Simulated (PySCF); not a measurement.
A geometry optimisation, step by step.

C2H5GaO.
Atom-mapped SMILES: `[CH2:1]=[CH:2][O:3][GaH2:4]` (hydrogens: H5, H6 on C1; H7 on C2; H8, H9 on Ga4)

Computed by this run: PBE0-D3(BJ)/def2-SVP geometry optimisation, gas phase (PySCF); density fitting, grid level 1; the optimiser is geomeTRIC in internal coordinates, started from a GFN2-xTB structure with every atom displaced at random (about 0.01 Å). 8 of its 12 geometries are shown. The frame can shift and turn from step to step; on so coarse a grid that alone can change the energy by a few meV, and forces under 0.02 eV/Å are noise.

Step 0: E = -56558.2726 eV, largest atomic force 2.927 eV/Å
```
atom  x, y, z in Å  |  force x, y, z in eV/Å
C1     -1.572   -0.461    0.473   -2.260   1.540   1.044
C2     -0.514   -0.983   -0.058    2.533  -0.031  -0.844
O3      0.652   -0.336   -0.237   -0.343  -1.060  -0.130
Ga4     1.720    1.060   -0.243   -0.249   0.818   0.173
H5     -1.595    0.587    0.781    0.088   0.029   0.056
H6     -2.501   -0.998    0.583   -0.301  -0.434   0.038
H7     -0.473   -2.013   -0.389    0.008  -0.521  -0.189
H8      3.138    0.605   -0.543    0.620  -0.162  -0.136
H9      1.204    2.522    0.026   -0.095  -0.178  -0.012
```

Step 2: E = -56558.4619 eV, largest atomic force 0.768 eV/Å
```
atom  x, y, z in Å  |  force x, y, z in eV/Å
C1     -1.504   -0.363    0.464   -0.313  -0.219   0.009
C2     -0.479   -1.020   -0.088   -0.126   0.641   0.210
O3      0.734   -0.504   -0.285    0.509  -0.531  -0.221
Ga4     1.672    1.019   -0.224   -0.099   0.129   0.014
H5     -1.431    0.677    0.798    0.072  -0.045  -0.030
H6     -2.463   -0.867    0.590   -0.035  -0.011   0.014
H7     -0.572   -2.067   -0.413    0.033   0.063  -0.006
H8      3.179    0.747   -0.496   -0.012  -0.021   0.005
H9      0.923    2.362    0.049   -0.029  -0.006   0.005
```

Step 3: E = -56558.4993 eV, largest atomic force 0.644 eV/Å
```
atom  x, y, z in Å  |  force x, y, z in eV/Å
C1     -1.463   -0.310    0.449    0.018  -0.147   0.242
C2     -0.453   -1.005   -0.091   -0.075   0.256  -0.098
O3      0.810   -0.599   -0.298   -0.204  -0.611   0.023
Ga4     1.642    0.977   -0.218    0.090   0.285  -0.024
H5     -1.349    0.706    0.849   -0.025  -0.144  -0.138
H6     -2.429   -0.812    0.570    0.094   0.167  -0.046
H7     -0.632   -2.034   -0.436    0.114   0.052   0.001
H8      3.171    0.830   -0.444    0.037  -0.027   0.010
H9      0.759    2.230    0.013   -0.048   0.168   0.029
```

Step 5: E = -56558.5220 eV, largest atomic force 0.155 eV/Å
```
atom  x, y, z in Å  |  force x, y, z in eV/Å
C1     -1.425   -0.319    0.496    0.032  -0.025  -0.041
C2     -0.456   -1.006   -0.118    0.037  -0.039  -0.025
O3      0.825   -0.654   -0.299    0.038   0.132   0.071
Ga4     1.611    0.975   -0.218   -0.052  -0.060  -0.043
H5     -1.267    0.669    0.932    0.035   0.050   0.033
H6     -2.424   -0.749    0.562   -0.056  -0.026   0.016
H7     -0.661   -2.004   -0.528   -0.049  -0.008  -0.022
H8      3.157    0.832   -0.321   -0.006   0.009   0.014
H9      0.698    2.239   -0.111    0.020  -0.033  -0.003
```

Step 6: E = -56558.5266 eV, largest atomic force 0.207 eV/Å
```
atom  x, y, z in Å  |  force x, y, z in eV/Å
C1     -1.407   -0.324    0.516    0.024   0.043  -0.044
C2     -0.459   -1.006   -0.135    0.051  -0.088  -0.027
O3      0.831   -0.674   -0.293    0.037   0.193   0.064
Ga4     1.597    0.968   -0.224   -0.029  -0.114  -0.021
H5     -1.206    0.637    0.996   -0.001   0.032   0.051
H6     -2.423   -0.715    0.563   -0.025  -0.035   0.014
H7     -0.689   -1.977   -0.594   -0.043   0.002  -0.025
H8      3.149    0.852   -0.227   -0.009  -0.006   0.001
H9      0.666    2.221   -0.208   -0.006  -0.027  -0.013
```

Step 8: E = -56558.5350 eV, largest atomic force 0.065 eV/Å
```
atom  x, y, z in Å  |  force x, y, z in eV/Å
C1     -1.389   -0.336    0.550   -0.018   0.044   0.017
C2     -0.464   -0.990   -0.161    0.030  -0.019  -0.024
O3      0.838   -0.688   -0.261   -0.013   0.057   0.027
Ga4     1.590    0.958   -0.234    0.028  -0.031   0.005
H5     -1.142    0.553    1.140   -0.015  -0.016   0.006
H6     -2.424   -0.682    0.557    0.021  -0.014  -0.002
H7     -0.732   -1.897   -0.722    0.002   0.014  -0.009
H8      3.135    0.879   -0.061   -0.006  -0.021  -0.010
H9      0.645    2.185   -0.416   -0.029  -0.013  -0.011
```

Step 9: E = -56558.5362 eV, largest atomic force 0.036 eV/Å
```
atom  x, y, z in Å  |  force x, y, z in eV/Å
C1     -1.390   -0.339    0.557   -0.009   0.023   0.018
C2     -0.464   -0.982   -0.163    0.010  -0.012  -0.018
O3      0.840   -0.685   -0.247   -0.015   0.022   0.025
Ga4     1.594    0.957   -0.235    0.033   0.002  -0.007
H5     -1.143    0.532    1.173   -0.008  -0.009   0.000
H6     -2.426   -0.682    0.551    0.013  -0.007  -0.004
H7     -0.736   -1.873   -0.747    0.002   0.007  -0.006
H8      3.135    0.879   -0.036   -0.004  -0.016  -0.004
H9      0.648    2.176   -0.460   -0.022  -0.011  -0.001
```

Step 11: E = -56558.5372 eV, largest atomic force 0.024 eV/Å
```
atom  x, y, z in Å  |  force x, y, z in eV/Å
C1     -1.398   -0.341    0.564    0.007  -0.010   0.000
C2     -0.465   -0.970   -0.160   -0.012   0.004  -0.006
O3      0.841   -0.678   -0.217   -0.001  -0.015   0.014
Ga4     1.605    0.957   -0.236    0.007   0.015  -0.017
H5     -1.157    0.509    1.208    0.000   0.003   0.000
H6     -2.433   -0.685    0.534   -0.002   0.004  -0.001
H7     -0.733   -1.843   -0.772    0.001  -0.001  -0.001
H8      3.144    0.869   -0.029    0.000   0.000   0.003
H9      0.654    2.165   -0.499    0.001  -0.001   0.009
```

**Question.** Summarise the path.

**Answer.** The energy falls by 0.2646 eV from step 0 to step 11; nine tenths of that is first reached at step 4. It falls at every step. The largest force goes from 2.927 to 0.024 eV/Å. Among the bonds O3–Ga4 changes most, from 1.758 to 1.805 Å; the atoms move by 0.473 Å rms after alignment.

**Question.** Follow the three bonds and two angles with the largest change from start to end.

**Answer.** 
```
step  E above end (eV)  largest force (eV/Å)  O3–Ga4 (Å)  C1=C2 (Å)  Ga4–H8 (Å)  C2–O3–Ga4 (°)  O3–Ga4–H9 (°)
   0            0.2646                 2.927       1.758      1.294       1.519          155.4          122.6
   1            0.0913                 0.450       1.793      1.337       1.557          146.6          120.1
   2            0.0753                 0.768       1.790      1.338       1.556          143.3          119.1
   3            0.0379                 0.644       1.784      1.340       1.552          134.3          117.1
   4            0.0221                 0.272       1.797      1.339       1.553          131.5          118.1
   5            0.0152                 0.155       1.811      1.338       1.556          130.2          118.5
   6            0.0106                 0.207       1.814      1.337       1.556          128.7          118.4
   7            0.0100                 0.306       1.817      1.337       1.557          124.3          117.8
   8            0.0022                 0.065       1.809      1.338       1.556          127.4          117.5
   9            0.0010                 0.036       1.807      1.338       1.556          127.4          117.2
  10            0.0002                 0.031       1.805      1.338       1.555          127.6          116.6
  11            0.0000                 0.024       1.805      1.338       1.555          127.7          116.4
```

What follows is the cost of the whole optimisation. Hardware: Arm Neoverse V1, one thread (shared host). Cost: 48 s wall, 0.41 GiB resident at most.
